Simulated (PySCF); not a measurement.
Chain-length series, n-germane amino/formyl (end groups after the name). Isolated molecules, 0 K electronic values unless said otherwise. One relaxed conformer stands for each flexible species; it need not be the lowest. Strings in code marks are SMILES.

The HOMO from two functionals at the same geometries (PBE0-D4/def2-SVP), both in PySCF: PBE-D3(BJ)/def2-TZVP and B3LYP-D3(BJ)/def2-TZVP. B3LYP has the VWN-RPA correlation part, as in Gaussian. 

```json
[
 {"species": "n = 1 (`[NH2][GeH2][CH]=O`)", "PBE-D3(BJ)/def2-TZVP (eV)": "-5.37", "B3LYP-D3(BJ)/def2-TZVP (eV)": "-6.56"},
 {"species": "n = 2 (`[NH2][GeH2][GeH2][CH]=O`)", "PBE-D3(BJ)/def2-TZVP (eV)": "-5.56", "B3LYP-D3(BJ)/def2-TZVP (eV)": "-6.71"},
 {"species": "n = 3 (`[NH2][GeH2][GeH2][GeH2][CH]=O`)", "PBE-D3(BJ)/def2-TZVP (eV)": "-5.56", "B3LYP-D3(BJ)/def2-TZVP (eV)": "-6.67"},
 {"species": "n = 4 (`[NH2][GeH2][GeH2][GeH2][GeH2][CH]=O`)", "PBE-D3(BJ)/def2-TZVP (eV)": "-5.44", "B3LYP-D3(BJ)/def2-TZVP (eV)": "-6.48"},
 {"species": "n = 5 (`[NH2][GeH2][GeH2][GeH2][GeH2][GeH2][CH]=O`)", "PBE-D3(BJ)/def2-TZVP (eV)": "-5.46", "B3LYP-D3(BJ)/def2-TZVP (eV)": "-6.46"},
 {"species": "n = 6 (`[NH2][GeH2][GeH2][GeH2][GeH2][GeH2][GeH2][CH]=O`)", "PBE-D3(BJ)/def2-TZVP (eV)": "-5.47", "B3LYP-D3(BJ)/def2-TZVP (eV)": "-6.45"}
]
```

Over these rows, drawn at random from the members with no instability flagged (it was tested for open shells, ions and some series alone), PBE minus B3LYP-D3(BJ): mean +1.08 eV, from +0.97 eV to +1.20 eV.
